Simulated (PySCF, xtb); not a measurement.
methoxyethene (C3H6O), SMILES COC=C. The values are those of a single conformer.

Harmonic wavenumbers (cm⁻¹) from GFN2-xTB in xtb at its own minimum, in rising order: 75, 158, 303, 502, 664, 820, 893, 999, 1065, 1129, 1136, 1214, 1310, 1378, 1409, 1472, 1480, 1704, 2920, 2937, 3011, 3032, 3136, 3173.

Problem. What does B3LYP-D3(BJ)/def2-SVP (PySCF) give at its own minimum? (An estimate is asked for; the answer gives what the named calculation found.)

Solution. 27, 174, 314, 526, 703, 843, 891, 977, 1118, 1173, 1178, 1273, 1336, 1409, 1467, 1472, 1480, 1731, 2989, 3058, 3122, 3140, 3164, 3268. Paired by order, the mean absolute difference is 44 cm⁻¹ and the zero-point energies are 51.4 and 52.7 kcal/mol.
